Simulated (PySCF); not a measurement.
Tl (thallium, neutral) across methods

[Xe] 4f14 5d10 6s2 7s1, 2S determinant (an excited configuration). All numbers are calculated (PySCF 2.14, the spin-free X2C one-electron Hamiltonian (Gaussian nucleus), in aug-cc-pVTZ-DK3 (9s8p6d3f, 84 functions)).

```json
{"method": "B3LYP", "E (hartree)": "-20247.99", "mean ε 6s α (eV)": "-12.992", "mean ε 6s β (eV)": "-12.951", "mean ε 7s α (eV)": "-1.886", "Σ⟨r²⟩ (bohr²)": "108.4", "⟨S²⟩": "0.750"}
{"method": "UHF", "E (hartree)": "-20241.65302", "mean ε 6s α (eV)": "-14.790", "mean ε 6s β (eV)": "-14.618", "mean ε 7s α (eV)": "-2.554", "Σ⟨r²⟩ (bohr²)": "111.2", "⟨S²⟩": "0.750"}
{"method": "PBE0", "E (hartree)": "-20247.46", "mean ε 6s α (eV)": "-13.077", "mean ε 6s β (eV)": "-13.004", "mean ε 7s α (eV)": "-2.041", "Σ⟨r²⟩ (bohr²)": "109.6", "⟨S²⟩": "0.750"}
{"method": "MN15", "E (hartree)": "-20261.45", "mean ε 6s α (eV)": "-13.959", "mean ε 6s β (eV)": "-13.798", "mean ε 7s α (eV)": "-1.759", "Σ⟨r²⟩ (bohr²)": "105.1", "⟨S²⟩": "0.750"}
{"method": "r2SCAN", "E (hartree)": "-20247.70", "mean ε 6s α (eV)": "-12.315", "mean ε 6s β (eV)": "-12.367", "mean ε 7s α (eV)": "-1.747", "Σ⟨r²⟩ (bohr²)": "108.4", "⟨S²⟩": "0.750"}
{"method": "PBE", "E (hartree)": "-20247.76", "mean ε 6s α (eV)": "-12.193", "mean ε 6s β (eV)": "-12.141", "mean ε 7s α (eV)": "-1.765", "Σ⟨r²⟩ (bohr²)": "109.3", "⟨S²⟩": "0.750"}
```

Task: Estimate the same row for LDA.

Result: E (hartree) = -20235.35; mean ε 6s α (eV) = -12.510; mean ε 6s β (eV) = -12.461; mean ε 7s α (eV) = -1.718; Σ⟨r²⟩ (bohr²) = 107.3; ⟨S²⟩ = 0.750.

Spin-orbit coupling, which splits the p, d and f shells strongly at this Z, is absent. The outer electron is Rydberg-like, and this basis confines it to a smaller radius and binds it less than a complete one would.
